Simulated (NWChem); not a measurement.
C$_{3}$H$_{8}$Si; SMILES C(=C/C)/[SiH3]

Results from NWChem. B3LYP is NWChem's, with the RPA form of VWN correlation. Each level has its own optimisation; frequencies are unscaled. Brackets give each atom's bonded neighbours.

For level Hartree-Fock/STO-3G:

| Item | Value |
|---|---|
| r C–Si (Å) | 1.854 |
| highest harmonic frequency (cm⁻¹) | 3755 |
| lowest (cm⁻¹) | 77 |
| zero-point energy (kcal/mol) | 72.8 |
| dipole (D) | 0.18 |

Question: How do the values read with level B3LYP/3-21G instead?

Answer: The r C–Si (Å) comes out as 1.903 and the highest harmonic frequency (cm⁻¹) is 3152. The lowest (cm⁻¹) is 43, the zero-point energy (kcal/mol) comes out as 59.9 and the dipole (D) is 1.16.
